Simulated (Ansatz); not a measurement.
```json
{"atom": "C", "x (Å)": "-0.0024", "y (Å)": "0.0032", "z (Å)": "0.0000"}
{"atom": "H", "x (Å)": "1.0918", "y (Å)": "-0.0002", "z (Å)": "0.0000"}
{"atom": "H", "x (Å)": "-0.5439", "y (Å)": "0.9422", "z (Å)": "0.0000"}
{"atom": "H", "x (Å)": "-0.5455", "y (Å)": "-0.9452", "z (Å)": "0.0000"}
```

Basis set: def2-TZVP (spherical functions). Frozen core: 1 orbital. Charge 0, multiplicity 2.

Computed with Ansatz (development build ahead of 0.2.0); each method stands on the lowest determinant of its kind that the runs found.

The atomization energy at this shape (free ground-state atoms in the same class of orbitals less the molecule, no zero-point energy) of doublet CH3:

```csv
method,atomization energy
UHF-MP2,12.77 eV
```

Problem. What does UHF give?

Solution. 10.48 eV.
